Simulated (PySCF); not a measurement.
Input file for PySCF: R-MP2/6-31G* on BeClH (SMILES [BeH][Cl]), a point of a bond scan (R = 1.984 Å).

```python
from pyscf import gto, scf, dft, mp
from pyscf.data.elements import chemcore

mol = gto.M(
    atom='''
    Be   -0.00000000   -0.00000000   -1.33527396
    H     0.00000000    0.00000000   -3.31928025
    Cl    0.00000000    0.00000000    0.47053180
    ''',
    basis='6-31g*',
    cart=True,
    charge=0, spin=0, verbose=3, max_memory=1800)
mf = scf.RHF(mol)
mf.conv_tol = 1e-8
mf.max_cycle = 100
mf.kernel()
if not mf.converged:
    mf = mf.newton().run(mf.mo_coeff, mf.mo_occ)
pt = mp.MP2(mf, frozen=chemcore(mol)).run()
```

It printed:

```
converged SCF energy = -474.703926022715
E(RMP2) = -474.875475079226  E_corr = -0.17154905651098
E(SCS-RMP2) = -474.874892716997  E_corr = -0.170966694282466
```

The run converged.

Cost: very roughly 0.5 core-seconds.
